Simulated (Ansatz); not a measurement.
AlH5OSSi, SMILES `O[SiH]([AlH2])S`, relaxed with RKS PBE-D4/def2-SVP in Ansatz from a rough embedded geometry. The force threshold is 0.03 eV/Å; the program also tests the step.

The species carries charge 0 and has multiplicity 1.

Start:

```xyz
9

O    -0.228    0.039    2.108
Si   -0.377   -0.512    0.511
Al   -0.207    1.296   -0.973
S     1.254   -1.893    0.088
H     0.606    0.451    2.191
H    -1.678   -1.164    0.287
H    -1.221    2.505   -0.964
H     1.033    1.351   -2.084
H     0.819   -2.074   -1.165
```

```csv
step,energy (eV),largest force (eV/Å),largest move (Å)
1,-27414.8293,2.132,0.000
2,-27415.0439,0.775,0.177
3,-27415.0567,1.167,0.164
4,-27415.1047,0.356,0.200
5,-27415.1311,0.236,0.076
6,-27415.1407,0.263,0.200
7,-27415.1524,0.641,0.195
8,-27415.1787,0.209,0.200
9,-27415.2031,0.254,0.200
10,-27415.2307,0.165,0.200
11 (rejected),-27415.2244,0.693,0.197
13,-27415.2517,0.132,0.098
15,-27415.2699,0.371,0.196
17,-27415.3056,0.277,0.194
19,-27415.3517,0.287,0.192
21,-27415.4362,0.510,0.195
23 (rejected),-27415.4965,0.833,0.196
25,-27415.5536,0.387,0.097
27,-27415.5749,0.295,0.101
29,-27415.5791,0.050,0.037
31,-27415.5797,0.021,0.010
```

End:

```xyz
9

O     0.330   -0.468    2.138
Si   -0.697   -0.159    0.838
Al   -0.152    1.060   -1.182
S     0.056   -1.419   -1.069
H     1.075    0.158    2.190
H    -1.943   -0.945    1.141
H    -1.363    1.444   -2.148
H     1.329    1.667   -1.215
H     1.365   -1.338   -0.692
```

Hardware: 4 threads of a server CPU on a shared host. Wall time 33 s, peak host memory 0.16 GiB.
